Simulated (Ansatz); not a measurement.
A structure relaxed at PBE0-D4/def2-TZVP, charge 0, multiplicity 1:

Cartesian coordinates in Å:
```
I 0.5235 2.6236 -0.5648
C 0.8434 0.5419 0.0775
C -0.3854 -0.0755 0.7300
C -0.4934 -0.8291 -0.5970
O 0.8185 -0.3604 -0.9793
H 1.7985 0.5941 0.5944
H -1.1985 0.5898 1.0053
H -0.1207 -0.7170 1.5720
H -0.5277 -1.9184 -0.5588
H -1.2582 -0.4490 -1.2793
```

Task: Give its formula and SMILES.

Result: C3H5IO, `IC1CCO1`.

Task: Summarise the bond lengths by kind.

Result: 1 × C–I 2.202 Å; 2 × C–C 1.522 to 1.530 Å; 2 × C–O 1.390 to 1.445 Å; 5 × C–H 1.086 to 1.093 Å.

Results of the Gaussian-basis code of Ansatz.
